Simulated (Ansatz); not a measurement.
Relaxation of CH4MgSe (7 atoms, charge 0, multiplicity 1), to a largest force component of 0.02 eV/Å in at most 50 steps.

The calculation used RKS revPBE-D4/def2-SVPD (Ansatz).

```xyz
7
Properties=species:S:1:pos:R:3
C -0.790 0.526 -0.271
Se -0.489 0.087 1.628
Mg 1.484 -1.050 0.888
H -0.949 -0.393 -0.841
H 0.069 1.074 -0.667
H -1.633 0.717 2.424
H 2.354 -1.390 -0.414
```

Where does it end, and by what steps?

It converged. After 11 steps the energy has fallen by 2.467 eV; Mg3 moved furthest, 1.05 Å. Parted: Se2–Mg3. Joined: C1–Mg3.

| step | energy less start (eV) | largest force component (eV/Å) | accepted |
| --- | --- | --- | --- |
| 0 | 0.0000 | 1.119 | yes |
| 1 | -0.3759 | 0.916 | yes |
| 2 | -0.7428 | 1.393 | yes |
| 3 | -1.2649 | 1.512 | yes |
| 4 | -1.7457 | 2.020 | yes |
| 5 | -2.1707 | 1.362 | yes |
| 6 | -2.3997 | 0.626 | yes |
| 7 | -2.4598 | 0.221 | yes |
| 8 | -2.4149 | 0.626 | no |
| 9 | -2.4664 | 0.070 | yes |
| 10 | -2.4670 | 0.034 | yes |
| 11 | -2.4674 | 0.014 | yes |

```xyz
7
Properties=species:S:1:pos:R:3
C -0.309 0.164 0.081
Se -0.768 0.176 2.005
Mg 1.501 -0.926 -0.155
H -1.149 -0.291 -0.482
H -0.191 1.214 -0.258
H -1.999 1.022 1.950
H 2.962 -1.790 -0.395
```

Whether the end is a true minimum wasn't checked by a vibrational analysis.

Run time: 29 s on 2 threads of Arm Neoverse V1 (shared host), peak memory 0.16 GiB.
